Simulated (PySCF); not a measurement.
How methods differ on the ionisation energy of Mn¹¹⁺

Mn¹¹⁺ [Ne] 3s2 3p2 (3P) → Mn¹²⁺ [Ne] 3s2 3p1 (2P), as a difference of total energies. Calculation: PySCF 2.14, in an even-tempered Gaussian basis (19 s from 0.59 bohr⁻², ratio 2.5; 12 p from 0.76 bohr⁻², ratio 2.5; 5 d from 4.4 bohr⁻², ratio 2.7; 4 f from 6.6 bohr⁻², ratio 2.7); the spin-free X2C one-electron Hamiltonian (Gaussian nucleus). Correlated levels: outer shells: 1s2 frozen; virtual orbitals above 40 to 60 times the deepest correlated orbital energy dropped. The calculations carry no spin-orbit coupling.

| method | ionisation energy (eV) |
| --- | --- |
| UHF | 312.03 |
| LDA | 313.14 |
| PBE | 313.10 |
| PBE0 | 313.12 |
| r2SCAN | 313.40 |
| revPBE | 313.07 |
| BHandHLYP | 313.09 |
| MP2 (outer shells) | 312.61 |
| SCS-MP2 (outer shells) | 312.46 |

Question: How much does correlation contribute at MP2 (outer shells)?

Answer: 312.61 − (312.03) = 0.58 eV, measured against UHF.

A first-order spin-orbit estimate (lowest level to lowest level, LS coupling) adds -0.054 eV.

For comparison: 314.4 ± 0.6 eV (semi-empirical (NIST evaluation); NIST Atomic Spectra Database, ionization energies).
